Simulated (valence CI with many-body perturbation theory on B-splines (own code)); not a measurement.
## Cs VII: magnetic and hyperfine properties of the levels

Level of theory: valence CI with perturbative core correlation (CI+MBPT): three valence electrons over a frozen Dirac-Fock core [Kr] 4d10, a basis of 8 s, 8 p, 9 d, 9 f, 6 g, 3 h, 2 i functions for each j, with the one-electron correlation potential Σ1 (screened to all orders), the two-electron term Σ2, the three-electron term Σ3, Breit, model QED; selected single and double excitations, second order for the rest, scaled by the run's own slope (own B-spline code, finite nucleus).

Against 48 measured levels this calculation errs by 286 cm⁻¹ on average and by 971 at most. These come from a selection out of Sansonetti, J. Phys. Chem. Ref. Data 38, 761 (2009). Levels without a partner in it may be off by more, other configurations by several thousand cm⁻¹. 2 measured levels below the end of the list, from 297071 cm⁻¹ on, found no clear computed partner, and computed levels of the same name lie up to 1606 cm⁻¹ from them.

A/g_I is the dipole constant over the nuclear g factor μ/I (μ in nuclear magnetons, uniformly magnetised nucleus), B/Q the quadrupole constant per barn. Both hold the static response of the core; the bare values leave it out. Large factors of s and p1/2 electrons are usually good to 5 to 10 %; those of open d and f shells near neutrality can be off by tens of per cent, and small factors of p3/2, d and f electrons come from cancelling terms and can be off by a factor of two or in sign, in half-filled shells by more. B is blank for J = 1/2, where it vanishes, and for nearly pure S terms. Energies count from the lowest level.

Names give the largest LS component (configuration and term), which can be under half, so a name can repeat, a term be missing and a line seem to break the LS rules; names also repeat where a configuration has a term twice. Letters in brackets count levels of one name in rising energy.

```
              Level  E (cm⁻¹)       g  A/g_I (MHz)  A/g_I bare  B/Q (MHz/b)  B/Q bare
     5s2.5p 2P°_1/2         0   0.665        13600       12600                       
     5s2.5p 2P°_3/2     19388   1.334         2040        1730         4060      3560
      5s.5p2 4P_1/2    103980   2.614        35400       32200                       
      5s.5p2 4P_3/2    114000   1.722        13300       12100         3430      2990
      5s.5p2 4P_5/2    122040   1.540        13800       12500        -3010     -2650
      5s.5p2 2D_3/2    141100   0.835        -3580       -3310         5210      4570
      5s.5p2 2D_5/2    147080   1.261        12500       11500         6440      5650
      5s.5p2 2P_1/2    158430   1.164        10100        9300                       
     4f.5s2 2F°_5/2    166700   0.856          197         245          534       351
     4f.5s2 2F°_7/2    167470   1.143          170         277          630       402
      5s.5p2 2S_1/2    178370   1.560        43700       40400                       
      5s.5p2 2P_3/2    179810   1.306        -4860       -4670        -3920     -3480
      5s2.5d 2D_3/2    206520   0.803         -108        -128          967       746
      5s2.5d 2D_5/2    209360   1.201         1240        1120         1290       986
    5p3 4S°_3/2 [a]    260750   1.374         1340        1080         2790      2430
    4f.5s.5p 4G_5/2    263350   0.721        -2940       -2640         -321      -407
    4f.5s.5p 4F_7/2    265000   1.140         2980        2830        -1560     -1520
    4f.5s.5p 4F_3/2    267900   0.460       -10900       -9930        -1270     -1170
    4f.5s.5p 4F_5/2    268430   1.002        -4210       -3660        -29.9      -109
    4f.5s.5p 4F_9/2    268640   1.257         6090        5680        -3630     -3330
4f.5s.5p 2F_7/2 [a]    268840   1.165         6280        5860        -1050     -1040
    5p3 4S°_3/2 [b]    270970   1.431         -696        -804         -187      -174
        5p3 2D°_5/2    272290   1.199         4890        4410        -1080      -972
      5s2.6s 2S_1/2    274320   2.002        18100       16900                       
4f.5s.5p 2F_5/2 [a]    274830   0.846         -808        -689          154      41.8
4f.5s.5p 2F_7/2 [b]    276860   1.086         2320        2190          407       244
    4f.5s.5p 4G_9/2    281440   1.241         4900        4580         2790      2340
   4f.5s.5p 4G_11/2    283420   1.273         5290        4920         4640      3870
    4f.5s.5p 4D_7/2    283900   1.267         5170        4830          394       290
    4f.5s.5p 4D_5/2    286610   1.284         5600        5210         -928      -815
    4f.5s.5p 4D_3/2    288750   1.141         2420        2320         -940      -804
4f.5s.5p 2G_7/2 [a]    289480   1.024         3000        2830         2700      2260
    4f.5s.5p 4D_1/2    289980  -0.003       -18500      -16800                       
        5p3 2P°_1/2    293270   0.666        12200       11300                       
   5s.5p.5d 4F°_3/2    294610   0.446        -6310       -5780         1720      1400
4f.5s.5p 2D_5/2 [a]    295950   1.149          438         433          237       137
4f.5s.5p 2G_9/2 [a]    297720   1.114         5050        4630         4380      3680
   5s.5p.5d 4F°_5/2    298460   1.047         4950        4520          849       622
        5p3 2P°_3/2    302540   1.309         1740        1470        -2710     -2390
4f.5s.5p 2D_3/2 [a]    302950   0.800        -9340       -8360         1100       902
```

Take the isotope of mass number 134, with I = 4, μ = 2.9893 μN and Q = 0.37 b. What is the hyperfine structure of 5s.5p2 2D_5/2?

From the table A = 9340 MHz, B = 2380 MHz. Shifts from the centre of gravity in MHz: F = 3/2: -116000, F = 5/2: -92900, F = 7/2: -61000, F = 9/2: -19400, F = 11/2: 32100, F = 13/2: 94000.
